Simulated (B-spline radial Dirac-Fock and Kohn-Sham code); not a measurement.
H 1s: cross section and angular parameters

System: atomic hydrogen, configuration 1s1; threshold 13.61 eV (orbital energy of the model). Method: Dirac-Hartree-Slater photoionisation with a Latter tail; cross sections with all multipoles, angular parameters from the dipole term and its interference with E2. Computed with an atomic code on a B-spline grid.

Input of the calculation (task.json; shells as n, l, electrons):

```json
{"items": [{
  "Z": 1,
  "q": 0,
  "cfg": [[1, 0, 1]],
  "A": 1,
  "rrms": 0.8783,
  "do": "xps",
  "hv": [60, 75.8, 79.5, 80, 100, 108.0, 123.0, 168.0, 179.0, 270.0, 335.0, 337.0, 409.0, 661.0, 1240.0, 1390.0, 1430.0, 1910.0, 2050.0, 2070.0, 2984.4, 3260.0, 3370.0, 3630.0, 3720.0, 5220.0, 5414.7, 6000, 8047.8, 9251.7]
}]}
```

Command: `python xray2_run.py task.json out`

For linearly polarised light dσ/dΩ = σ/(4π) [1 + β P₂(cos θ) + (δ + γ cos²θ) sin θ cos φ], with θ from the polarisation vector and φ the angle between the beam and the projection of the electron momentum on the plane normal to the polarisation.

```tsv
hν (eV)	σ (kb)	β	γ
60	91.8	2.000	0.162
75.8	45.3	2.000	0.187
79.5	39.1	2.000	0.193
80	38.4	2.000	0.193
100	19.4	2.000	0.221
108	15.3	2.000	0.231
123	10.2	2.000	0.248
168	3.82	2.000	0.295
179	3.13	2.000	0.305
270	0.841	2.000	0.380
335	0.419	2.000	0.426
337	0.411	2.000	0.427
409	0.219	2.000	0.472
661	0.0452	2.000	0.604
1240	0.00556	2.000	0.831
1390	0.00379	2.000	0.881
1430	0.00344	2.000	0.893
1910	0.00130	2.000	1.033
2050	0.00102	2.000	1.071
2070	0.000989	2.000	1.076
2984.4	0.000286	2.000	1.293
3260	0.000212	2.000	1.352
3370	0.000189	2.000	1.374
3630	0.000147	2.000	1.427
3720	0.000135	2.000	1.444
5220	4.25e-05	2.000	1.711
5414.7	3.75e-05	2.000	1.743
6000	?	?	?
8047.8	9.63e-06	2.000	2.124
9251.7	5.96e-06	2.000	2.277
```

Question: Give the values at 6000 eV.

Answer: σ = 2.64e-05 kb, β = 2.000, γ = 1.834. For an s subshell δ is negligible.
